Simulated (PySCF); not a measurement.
## A small calculation by hand: oscillator strength and radiative lifetime

C3H6O2Si, SMILES C=C1OC(O1)[SiH3].

Geometry: PBE0-D3(BJ)/def2-SVP. The structure was generated by enumeration, and PubChem lists no compound with its InChIKey, so it may never have been made.

TDA-LC-ωPBE/def2-SVPD in PySCF puts the first singlet state with f over 0.02 at 6.65 eV (vertical), with the transition dipole (0.160, -0.544, 0.000) in atomic units.

Find the oscillator strength, the wavelength and the radiative lifetime that this transition would have in vacuum if emission retraced absorption.


|μ|² = 0.3215 au, so |μ| = 1.44 D. ΔE = 6.65/27.211 = 0.2444 hartree. f = (2/3) ΔE |μ|² = 0.052 (the program prints 0.052).
λ = 1239.84/6.65 = 186 nm; ν = 53636 cm⁻¹.
Einstein's coefficient A = 0.6670 ν² f s⁻¹ (ν in cm⁻¹) = 1.0e8 s⁻¹, so τ = 1/A = 9.9 ns. This state is S2; the lower singlet has f = 0.001. The figure is the radiative limit of this one transition; relaxation, internal conversion, crossing to triplets and a medium change what is measured.
